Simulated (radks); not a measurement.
Values are calculated unless marked as measured or tabulated.
Excited configurations of N+: one electron is placed in a higher orbital outside [He] 2s2 2p1. The ground configuration is [He] 2s2 2p2. Level of theory: Dirac Kohn-Sham, PBEsol, spin-unpolarised, spherical densities, finite nucleus; open shells are shared between the two j in proportion to 2j + 1; Fermi nuclear charge, rms radius 2.5582 fm (a radial shooting solver on a logarithmic mesh with Libxc functionals). Excitation = E - E(ground); binding = E(ion) - E, where the ion is the core of charge +2; n* = 2/sqrt(2 binding) in atomic units, and the quantum defect is n - n*. Eigenvalue and <r> are those of j = l + 1/2.

| outer orbital | excitation (eV) | binding (eV) | eigenvalue (eV) | <r> (bohr) |
|---|---|---|---|---|
| 3d | 22.415 | 6.322 | -4.378 | 4.875 |
| 4p | 24.099 | 4.638 | -3.598 | 8.575 |
| 4d | 24.931 | 3.806 | -2.857 | 9.493 |
| 5p | 25.869 | 2.868 | -2.283 | 14.24 |
| 5d | 26.254 | 2.483 | -1.945 | 15.54 |
| 6d | 27.000 | 1.737 | -1.392 | 23.03 |

The Delta-SCF ionisation energy is 28.737 eV (NIST Atomic Spectra Database: 29.601 eV, semi-empirical). Self-interaction in the functional shifts the binding energies and quantum defects, so they are the method's values and not measured ones. Spin polarisation and multiplet splitting are left out, so open shells lie too high by an amount that depends on their filling.

Beside tabulated values, note that spin-unpolarised runs miss the spin-polarisation part of the exchange energy of open shells.
